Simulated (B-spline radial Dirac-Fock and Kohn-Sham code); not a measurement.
## Ne 2p1/2: cross section and angular parameters

System: the Ne atom, [He] 2s2 2p6; threshold 18.97 eV (orbital energy of the model). Model: Dirac-Hartree-Slater photoionisation with a Latter tail; cross sections with all multipoles, angular parameters from the dipole term and its interference with E2. Program: a B-spline atomic structure program.

For linearly polarised light dσ/dΩ = σ/(4π) [1 + β P₂(cos θ) + (δ + γ cos²θ) sin θ cos φ], with θ from the polarisation vector and φ the angle between the beam and the projection of the electron momentum on the plane normal to the polarisation.

| hν (eV) | σ (kb) | β | γ | δ |
| --- | --- | --- | --- | --- |
| 60.3 | 2270 | 1.271 | 0.027 | 0.009 |
| 85 | 1460 | 1.406 | 0.047 | 0.009 |
| 93.3 | 1240 | 1.430 | 0.054 | 0.010 |
| 100 | 1090 | 1.446 | 0.060 | 0.010 |
| 157 | 405 | 1.490 | 0.113 | 0.012 |
| 200 | 221 | 1.472 | 0.151 | 0.014 |
| 212 | 190 | 1.464 | 0.161 | 0.015 |
| 231 | 152 | 1.449 | 0.175 | 0.016 |
| 286 | 84.7 | 1.399 | 0.213 | 0.018 |
| 300 | 74.0 | 1.385 | 0.221 | 0.019 |
| 400 | 32.0 | 1.293 | 0.277 | 0.024 |
| 465 | 20.4 | 1.236 | 0.307 | 0.028 |
| 577 | 10.5 | 1.144 | 0.350 | 0.034 |
| 929 | 2.27 | 0.921 | 0.441 | 0.056 |
| 968 | 1.98 | 0.901 | 0.448 | 0.058 |
| 1080 | 1.37 | 0.848 | 0.466 | 0.065 |
| 1486.9 | 0.460 | 0.700 | 0.518 | 0.088 |
| 1920 | 0.188 | 0.592 | 0.558 | 0.110 |
| 1960 | 0.174 | 0.584 | 0.561 | 0.112 |
| 2120 | ? | ? | ? | ? |
| 3780 | 0.0159 | 0.367 | 0.688 | 0.187 |
| 4000 | 0.0128 | 0.351 | 0.701 | 0.194 |
| 4930 | 0.00580 | 0.295 | 0.752 | 0.225 |
| 5610 | 0.00352 | 0.262 | 0.783 | 0.246 |
| 6000 | 0.00271 | 0.245 | 0.799 | 0.257 |
| 10500 | 0.000299 | 0.134 | 0.938 | 0.365 |
| 11800 | 0.000187 | 0.116 | 0.973 | 0.391 |
| 13100 | 0.000123 | 0.102 | 1.006 | 0.416 |
| 15000 | 7.16e-05 | 0.084 | 1.051 | 0.449 |

Q: Give the values at 2120 eV.

A: σ = 0.132 kb, β = 0.554, γ = 0.573, δ = 0.119.

Values without a named source are computed, but for edge energies of neutral atoms, which are taken from tables.
